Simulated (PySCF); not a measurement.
**Question.** Give a PBE0-D3(BJ)/def2-SVP geometry of InChI=1S/C4H5BO2S/c6-5(7)4-2-1-3-8-4/h1-3,6-7H.

**Answer.** 
Z-matrix in Å and degrees, rows numbered from 1:
```
O 
B   1  1.3658
O   2  1.3586  1  118.35
C   2  1.5592  1  123.87  3  -179.89
C   4  1.3796  2  127.80  1   179.52
C   5  1.4190  4  113.73  2  -179.86
C   6  1.3732  5  112.32  4    -0.05
S   7  1.7114  6  111.30  5     0.06
H   1  0.9613  2  114.36  3  -179.70
H   3  0.9634  2  111.25  1     0.22
H   5  1.0913  4  121.86  2     0.08
H   6  1.0911  5  124.46  4   179.97
H   7  1.0896  6  128.20  5  -179.96
```

The 5-membered ring C4–C5–C6–C7–S8 has internal angles of 93.0° to 113.7° (sum 540°, against 540° for a flat polygon); it is planar, 0.00 Å rms from its mean plane, widest ring torsion 0°. B2 (three-coordinate boron) is planar (angles 123.9°, 118.4° and 117.8°, sum 360.0°, 0.00 Å off the plane of its three neighbours). Of the pairs four or more bonds apart, S8···H9 is among the closest relative to their van der Waals radii: 2.79 Å, 93 % of the sum of Bondi's values. The 3 C–C bonds span 1.373 Å (C6–C7, aromatic) to 1.419 Å (C5–C6, aromatic), a spread of 0.046 Å.

Computed with PBE0-D3(BJ)/def2-SVP geometry optimisation, gas phase (PySCF 2.14.0).

Point group: Cs (every atom within 0.08 Å of its image). Not checked by PBE0-D3(BJ)/def2-SVP frequencies. The numbers are those of one conformer (H–O1–B2–O3 180°, O1–B2–O3–H 0°).
